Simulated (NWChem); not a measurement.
InF, singlet; SMILES [In][F]

```xyz
2

In     0.0000     0.0000    -0.3000
F      0.0000     0.0000     1.6965
```
Atoms are numbered in this order, from 1.

All runs: NWChem. Low-valent species are run as closed-shell singlets; no triplet was tried in these runs. Geometry: optimised at PBE0/def2-SVP. def2 effective core potentials on In; no spin-orbit coupling. B3LYP is NWChem's, with the RPA form of VWN correlation. Vertical excitations in the gas phase; the lowest state need not have the same character in each row.

Q: Order these by “lowest excitation, singlet (eV)”, lowest first: B3LYP/def2-SVPD, full TDDFT; CAM-B3LYP/def2-SVPD, full TDDFT; PBE/def2-SVPD, full TDDFT.

A: PBE/def2-SVPD, full TDDFT (4.94), B3LYP/def2-SVPD, full TDDFT (5.20), CAM-B3LYP/def2-SVPD, full TDDFT (5.31)
